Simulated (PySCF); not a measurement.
Species: C7H4ClO2 (charge -1).
Numbering: `[O:1]=[C:2]([O-:3])[c:4]1[cH:5][cH:6][c:7]([Cl:8])[cH:9][cH:10]1` (hydrogens: H11 on C5; H12 on C6; H13 on C9; H14 on C10)
Bond orders are those of one Lewis drawing.

Method: PySCF 2.14.0, PBE0-D3(BJ)/def2-SVP geometry optimisation, gas phase; density fitting, grid level 1; the optimiser is geomeTRIC in internal coordinates, started from a GFN2-xTB structure.

Step 0: E = -23913.6208 eV
```
atom  x, y, z in Å  |  force x, y, z in eV/Å
O1     -1.5159    1.0604    0.2047   -0.094   0.549   0.079
C2     -0.9504   -0.0254    0.0294    0.515   0.026  -0.035
O3     -1.4259   -1.1613   -0.0853   -0.043  -0.566  -0.061
C4      0.6182    0.0500   -0.0617   -0.962  -0.046   0.062
C5      1.2730    1.2678    0.0554    0.055   0.006  -0.003
C6      2.6529    1.3468   -0.0213   -0.026   0.074   0.009
C7      3.3725    0.1822   -0.2173    0.552   0.028  -0.024
Cl8     5.1145    0.2663   -0.3162    0.224   0.013  -0.015
C9      2.7501   -1.0471   -0.3357   -0.023  -0.073  -0.017
C10     1.3691   -1.1005   -0.2572    0.048  -0.002  -0.005
H11     0.6737    2.1542    0.2087   -0.381   0.295   0.060
H12     3.1673    2.2939    0.0687    0.232   0.336   0.028
H13     3.3394   -1.9415   -0.4863    0.258  -0.311  -0.059
H14     0.8437   -2.0409   -0.3460   -0.354  -0.328  -0.018
```

Step 1: E = -23913.6598 eV
```
atom  x, y, z in Å  |  force x, y, z in eV/Å
O1     -1.5089    1.0672    0.2134    0.047  -0.103  -0.019
C2     -0.9393   -0.0273    0.0361   -0.212  -0.005  -0.009
O3     -1.4120   -1.1765   -0.0636    0.049   0.109   0.014
C4      0.6000    0.0522   -0.0722    0.163  -0.009   0.032
C5      1.2663    1.2739    0.0465   -0.091   0.044   0.000
C6      2.6552    1.3514   -0.0218    0.131   0.080   0.002
C7      3.3899    0.1822   -0.2137    0.043   0.009  -0.011
Cl8     5.1457    0.2642   -0.2979   -0.196  -0.008   0.006
C9      2.7513   -1.0505   -0.3407    0.137  -0.067  -0.017
C10     1.3616   -1.1021   -0.2680   -0.085  -0.050  -0.013
H11     0.6379    2.1578    0.1962    0.021  -0.036   0.006
H12     3.1799    2.3060    0.0739   -0.014  -0.013  -0.004
H13     3.3497   -1.9533   -0.4908   -0.013   0.015  -0.002
H14     0.8047   -2.0404   -0.3577    0.021   0.033   0.015
```

Question: Estimate the geometry and energy of step 2. (The exact step hangs on the optimiser's Hessian estimate; all steps are aligned on step 1, rigid shifts and turns removed.)

Answer: E = -23913.6614 eV, largest force 0.129 eV/Å
```
atom  x, y, z in Å  |  force x, y, z in eV/Å
O1     -1.5054    1.0724    0.2005    0.029  -0.022  -0.005
C2     -0.9394   -0.0237    0.0315   -0.090  -0.023  -0.003
O3     -1.4158   -1.1698   -0.0690    0.030   0.016   0.004
C4      0.6057    0.0485   -0.0664    0.035   0.021   0.025
C5      1.2678    1.2728    0.0527   -0.010   0.023  -0.002
C6      2.6572    1.3547   -0.0198   -0.069  -0.073  -0.006
C7      3.3829    0.1806   -0.2166    0.115   0.059  -0.002
Cl8     5.1312    0.2763   -0.3066    0.017  -0.044  -0.012
C9      2.7541   -1.0575   -0.3412    0.003   0.054   0.008
C10     1.3636   -1.1082   -0.2626   -0.043  -0.002  -0.008
H11     0.6371    2.1530    0.2059   -0.013  -0.007   0.000
H12     3.1832    2.3081    0.0743    0.000  -0.016  -0.004
H13     3.3544   -1.9579   -0.4941    0.002   0.015   0.000
H14     0.8054   -2.0446   -0.3486   -0.005   0.001   0.004
```

The energy changes by -0.0016 eV. The first-order estimate −F·Δx gives -0.0052 eV and the mean of the old and new forces, exact on a quadratic surface, -0.0015 eV. The step makes an angle of 72° with the force vector and moves no atom by more than 0.021 Å.

The cost below is that of the whole optimisation. Hardware: one thread of an Arm Neoverse N1, no GPU, shared host with 64 logical CPUs at a one-minute load of 58. Cost: 2.1 min, 0.66 GiB resident at most.
